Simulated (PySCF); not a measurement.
**Vibration and rotation of HoSe**

ROHF-SCS-MP2 constants of HoSe, quartet, about 10.4 electrons in the 4f shell (Mulliken), real f orbitals that mix terms (Ho x2c-SVPall, Se x2c-SVPall; spin-free X2C with a Gaussian nucleus (PySCF 2.14); masses 164.9303 and 79.9165 u):

```
ωe   : 254.8 cm⁻¹
ωexe : 0.547 cm⁻¹
Be   : 0.049935 cm⁻¹
αe   : 0.000123 cm⁻¹
```

(1) What force constant and bond length do these constants imply?

(2) Estimate the centrifugal constant D from the Kratzer relation and find the Dunham coefficient a1.

Correlated steps freeze 27 core orbitals. These are scalar-relativistic numbers at best; spin–orbit coupling would shift them, the dissociation energy most. The state is the lowest single determinant that the PBE0 search found; with open d or f shells the true ground state can be another one.

Results:

(1) Reduced mass μred = 53.832 u; k = 5.8918×10⁻⁷·μred·ωe² (u, cm⁻¹, mdyn/Å) = 2.06 mdyn/Å; Re = √(16.8576/(μred·Be)) (u, cm⁻¹, Å) = 2.504 Å.

(2) D = 4Be³/ωe² = 7.67e-09 cm⁻¹; a1 = −1 − αeωe/(6Be²) = -3.09.
